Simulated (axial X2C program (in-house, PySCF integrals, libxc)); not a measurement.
## Density and ELF of NaPd⁻

Calculated with an in-house all-electron X2C program for linear molecules (integrals from PySCF). Two-component (2c) means X2C with spin–orbit coupling and atomic mean-field two-electron Coulomb and Gaunt terms. Basis: Pd dyall-acv3z [13s13p9d5f3g], Na dyall-av3z [10s9p5d2f] (cores contracted in-house); Gaussian nuclei, density fitting, unrestricted open shells. Masses: Pd 105.903 u, Na 22.990 u.

PBE0, two-component, state Ω = 0 (closed shell); Pd at z = 0, Na at z = 2.622 Å.

The maps cover the half plane through the axis: z from -2.4 to 4.8 Å along the bond, ρ from 0.15 to 2.25 Å away from it.

log10 of the density in e/bohr³:

```
 ρ\z  -2.4  -1.8  -1.2  -0.6   0.0   0.6   1.2   1.8   2.4   3.0   3.6   4.2   4.8
0.15  -3.1  -2.4  -1.4  -0.1   1.8  -0.1  -1.3  -1.4   0.5   0.0  -1.8  -2.6  -2.9
0.45  -3.2  -2.5  -1.6  -0.4   0.3  -0.4  -1.5  -1.6  -0.3  -0.6  -2.0  -2.7  -2.9
0.75  -3.2  -2.6  -1.8  -0.9  -0.4  -0.9  -1.7  -1.9  -1.2  -1.4  -2.3  -2.7  -3.0
1.05  -3.3  -2.7  -2.1  -1.4  -1.1  -1.4  -1.9  -2.2  -2.0  -2.1  -2.5  -2.8  -3.0
1.35  -3.5  -2.9  -2.4  -1.9  -1.7  -1.8  -2.1  -2.3  -2.4  -2.5  -2.7  -2.9  -3.1
1.65  -3.6  -3.1  -2.7  -2.3  -2.1  -2.2  -2.4  -2.5  -2.6  -2.7  -2.8  -3.0  -3.2
1.95  -3.8  -3.3  -2.9  -2.6  -2.5  -2.5  -2.6  -2.7  -2.7  -2.8  -2.9  -3.1  -3.3
2.25  -3.9  -3.5  -3.2  -2.9  -2.8  -2.8  -2.8  -2.9  -2.9  -3.0  -3.1  -3.2  -3.4
```

Electron localisation function (collinear form, no current term, damped to 0 at low density):

```
 ρ\z  -2.4  -1.8  -1.2  -0.6   0.0   0.6   1.2   1.8   2.4   3.0   3.6   4.2   4.8
0.15  0.04  0.09  0.22  0.73  0.69  0.72  0.26  0.12  0.78  0.86  0.09  0.16  0.89
0.45  0.03  0.09  0.19  0.60  0.65  0.59  0.25  0.05  0.83  0.77  0.05  0.22  0.89
0.75  0.03  0.08  0.15  0.37  0.60  0.36  0.24  0.04  0.40  0.31  0.03  0.41  0.88
1.05  0.03  0.07  0.12  0.22  0.30  0.23  0.25  0.09  0.04  0.03  0.05  0.69  0.85
1.35  0.02  0.06  0.10  0.15  0.19  0.19  0.27  0.27  0.05  0.05  0.25  0.85  0.77
1.65  0.01  0.04  0.09  0.12  0.15  0.18  0.29  0.47  0.32  0.31  0.70  0.86  0.64
1.95  0.01  0.03  0.07  0.10  0.13  0.18  0.31  0.58  0.70  0.75  0.84  0.77  0.45
2.25  0.00  0.02  0.05  0.09  0.12  0.17  0.33  0.59  0.75  0.79  0.76  0.58  0.25
```

One determinant describes the state; a PBE0 search over occupations chose it and may have missed a lower one. PBE0 can misorder states that lie within some tenths of an eV, so this need not be the ground state of the molecule. The nearest other 2c determinant of the search, Ω = 1, lies 0.46 eV up at the distance of the search. The highest occupied level of some functionals is positive through self-interaction error; at Hartree–Fock it is bound.
